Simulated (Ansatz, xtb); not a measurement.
## Relative energy of two isomers of C5H3N3O

We compare I, `N#Cc1c[nH]c(C=O)n1`, a singlet, with II, `N#Cc1nc[nH]c1C=O`, a singlet. Both are isolated molecules in the gas phase, relaxed with B3LYP-D3(BJ)/def2-SVP; the shapes shown needn't be the lowest conformers.

I (Å):

```xyz
12

C    -2.3784   -1.5460    1.3003
C    -1.7435   -0.3038    0.9953
C    -2.1324    0.6083    0.0102
C    -0.3509    1.3166    1.0999
C     0.7490    2.2246    1.4429
N    -2.9109   -2.5509    1.5302
N    -1.2371    1.6233    0.0962
N    -0.6378    0.1553    1.6580
O     0.9211    3.2744    0.8609
H    -2.9513    0.5871   -0.7039
H    -1.1898    2.4736   -0.4573
H     1.4009    1.8679    2.2730
```

II (Å):

| atom | x (Å) | y (Å) | z (Å) |
| --- | --- | --- | --- |
| C | -0.7664 | -0.1500 | 2.8946 |
| C | -1.4187 | -0.5125 | 1.6780 |
| C | -2.3279 | -1.7287 | 0.1735 |
| C | -1.8083 | 0.3610 | 0.6579 |
| C | -1.7085 | 1.8052 | 0.4701 |
| N | -0.2368 | 0.1798 | 3.8730 |
| N | -1.7501 | -1.8016 | 1.3572 |
| N | -2.3852 | -0.4510 | -0.2861 |
| O | -2.1295 | 2.3567 | -0.5266 |
| H | -2.7204 | -2.5751 | -0.3895 |
| H | -2.7710 | -0.0993 | -1.1579 |
| H | -1.2206 | 2.3620 | 1.3034 |

Estimate which is lower in electronic energy at CCSD(T)/def2-SVP + ΔMP2/def2-TZVPP, and by roughly how much.

CCSD(T)/def2-SVP + ΔMP2/def2-TZVPP gives E(II) − E(I) = +0.31 kJ/mol, slightly favouring structure I, which is too small a margin to settle the true order.

Level by level:

```tsv
level	geometry	E(II) − E(I) (kJ/mol)	departure from the last row (kJ/mol)	job, with rough time for the two
GFN2-xTB	GFN2-xTB	−4.70	−5.00	optimisation, 0.14 s
HF/STO-3G	GFN2-xTB	+3.56	+3.25	single point, 0.62 s
r2SCAN-D4/def2-SVP	GFN2-xTB	+0.66	+0.35	single point, 7.2 s
B3LYP-D3(BJ)/def2-SVP	B3LYP-D3(BJ)/def2-SVP	−0.11	−0.41	optimisation, 69 s
HF/def2-SVP	B3LYP-D3(BJ)/def2-SVP	+2.66	+2.35	part of the CCSD(T) run
MP2/def2-SVP	B3LYP-D3(BJ)/def2-SVP	+0.01	−0.29	part of the CCSD(T) run
CCSD(T)/def2-SVP	B3LYP-D3(BJ)/def2-SVP	+0.50	+0.20	single point
CCSD(T)/def2-SVP + ΔMP2/def2-TZVPP	B3LYP-D3(BJ)/def2-SVP	+0.31		single point, 2.9 min
```

As drawn, both hold the same kinds of bond in the same numbers.

The largest departure from CCSD(T)/def2-SVP + ΔMP2/def2-TZVPP is that of GFN2-xTB, 5.00 kJ/mol. The last row adds to CCSD(T) the change of the MP2 difference between the two basis sets, here −0.20 kJ/mol.

With thermal terms from frequencies at re-optimised GFN2-xTB minima (ideal gas, soft modes damped towards free rotors, one conformer each, 298.15 K, 1 atm): the zero-point term adds +0.38 kJ/mol; ΔH is +0.69 and ΔG +0.38 kJ/mol.

The correlated steps freeze 9 core orbitals. Codes used: Ansatz 0.2.0, xtb 6.7.1; the last row on 2 threads of Arm Neoverse V2 on a shared host.
